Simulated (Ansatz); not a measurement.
Saddle point of Si$_{2}$NH$_{8}$O$_{2}$F$_{3}$, closed shell (Si₂H₃OF₃ ([F][Si]([F])([F])[O][SiH3]) + H₂O + NH₃ → SiNH₂F₃ ([NH2][Si]([F])([F])[F]) + SiH₄O ([OH][SiH3]) + H₂O (still joined by a long Si–O bond); bonds formed: O2–H9, H7–O10; dative contacts that become bonds: Si1–N8; bonds broken: H7–N8, H9–O10; bonds weakened to dative contacts: Si1–O2), PBE0-D4/def2-TZVP structure:

```
16
angstrom
Si -0.6046 0.9996 0.3350
O -0.3440 -0.2763 -0.8528
Si 0.6559 -0.1240 -2.2037
F -1.9524 0.1705 0.8372
F 0.7872 1.7226 -0.2285
F -1.4653 2.3050 0.0034
H 0.2217 -1.0354 1.4493
N 0.2007 0.5156 1.8398
H -0.2025 -1.2377 -0.1191
O 0.0509 -1.8921 0.8555
H 0.2883 1.1014 -2.9388
H 2.0834 -0.1481 -1.8167
H 0.3529 -1.3277 -3.0173
H -0.3887 0.5508 2.6611
H 1.0877 0.9626 2.0271
H -0.7713 -2.2867 1.1686
```

Energies are electronic, without zero-point energy. Barriers and step energies count from the start structure reached by relaxing down the imaginary mode; all methods use the PBE0-D4 structures, on which another method's saddle can fall below an end. Program: Ansatz 0.2.0. Basis: def2-TZVPP, with def2-QZVPP for the basis limit. Cores are frozen in the correlated methods. B3LYP uses VWN-RPA correlation. Extrapolation: Hartree–Fock as exp(−7.88 √X), correlation as X^−2.97.

```json
{"method": "SPW92", "barrier (kJ/mol)": "35.0", "step energy (kJ/mol)": "49.0"}
{"method": "PBE-D4", "barrier (kJ/mol)": "68.5", "step energy (kJ/mol)": "65.2"}
{"method": "BLYP-D4", "barrier (kJ/mol)": "?", "step energy (kJ/mol)": "70.1"}
{"method": "r2SCAN-D4", "barrier (kJ/mol)": "75.7", "step energy (kJ/mol)": "69.5"}
{"method": "B97M-V", "barrier (kJ/mol)": "97.3", "step energy (kJ/mol)": "77.2"}
{"method": "PBE0-D4", "barrier (kJ/mol)": "79.3", "step energy (kJ/mol)": "69.8"}
{"method": "B3LYP-D4", "barrier (kJ/mol)": "87.8", "step energy (kJ/mol)": "73.0"}
{"method": "r2SCAN0-D4", "barrier (kJ/mol)": "83.2", "step energy (kJ/mol)": "72.1"}
{"method": "BHLYP-D4", "barrier (kJ/mol)": "101.4", "step energy (kJ/mol)": "78.0"}
{"method": "CAM-B3LYP-D4", "barrier (kJ/mol)": "?", "step energy (kJ/mol)": "71.5"}
{"method": "wB97X-V", "barrier (kJ/mol)": "?", "step energy (kJ/mol)": "72.6"}
{"method": "wB97M-V", "barrier (kJ/mol)": "88.0", "step energy (kJ/mol)": "69.2"}
{"method": "B2PLYP", "barrier (kJ/mol)": "91.5", "step energy (kJ/mol)": "75.0"}
{"method": "PBE-QIDH", "barrier (kJ/mol)": "86.4", "step energy (kJ/mol)": "73.1"}
{"method": "RPA on PBE", "barrier (kJ/mol)": "89.9", "step energy (kJ/mol)": "73.5"}
{"method": "HF", "barrier (kJ/mol)": "140.7", "step energy (kJ/mol)": "94.7"}
{"method": "MP2", "barrier (kJ/mol)": "85.9", "step energy (kJ/mol)": "72.8"}
{"method": "CCSD", "barrier (kJ/mol)": "99.4", "step energy (kJ/mol)": "76.8"}
{"method": "CCSD(T)", "barrier (kJ/mol)": "91.3", "step energy (kJ/mol)": "73.6"}
```

(1) Fill in the withheld barriers. (An estimate is asked for; the value comes from the calculation.)

No T1 diagnostic of these runs exceeds 0.012.

Results:

(1) Computed: CAM-B3LYP-D4 86.2; wB97X-V 89.1; BLYP-D4 80.6 kJ/mol. Each is the energy of the saddle less that of the start structure, by the same method.

For comparison, the barrier by CCSD(T) at an estimated basis limit (MP2 extrapolated from triple and quadruple zeta, plus CCSD(T) − MP2 in triple zeta) is 94.3 kJ/mol.

Labels in which every atom is bracketed show which atoms are joined, not bond orders.

For scale, one of the runs: CCSD(T)/def2-TZVPP, 382 basis functions, launched by `ansatz run in.yaml --threads 4 --pin off --events-out ev --progress --plain --max-ram 46080MiB --backend cuda --devices 0, --max-vram 37GiB`. The run took 18 s on 4 CPU threads of an AMD EPYC 7R13 and a share of one NVIDIA H100 (shared host), with 0.91 GiB of host memory at its peak.
